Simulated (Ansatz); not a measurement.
`N[Si](O)(F)F` + CH₃NH₂ → `CN[Si](N)(F)F` + H₂O  (ligand exchange at the Si–O bond)

Gas-phase electronic energies from Ansatz, PBE0-D4/def2-TZVP geometries. CCSD(T)/CBS is the MP2 limit (def2-TZVPP, def2-QZVPP) plus CCSD(T) − MP2 in def2-TZVPP, frozen cores. This one scheme is used for every species. Functionals use def2-TZVPP. B3LYP here is the variant with VWN-RPA as its local correlation; programs differ in this. Each species was taken in one conformer, which may not be the lowest.

```
   level  ΔE (kJ/mol)
  PBE-D4         32.3
B3LYP-D4         34.7
```

(1) What does CCSD(T)/CBS give? (An estimate is asked.)

Largest T1 diagnostic among the species: 0.011.

Answers

(1) Ansatz gave: +34.4 kJ/mol. The listed levels differ from it by -2.1, 0.3 kJ/mol.

In def2-TZVPP, CCSD(T) changes the Hartree–Fock value by −12.4 kJ/mol (the triples alone add −1.5 kJ/mol) and MP2 by −13.7 kJ/mol. The D4 term adds −7.7 kJ/mol with B3LYP and −4.4 kJ/mol with PBE0; it sums over pairs of atoms, weighted by their polarisabilities, and B3LYP, whose exchange is more repulsive, gets the larger term.
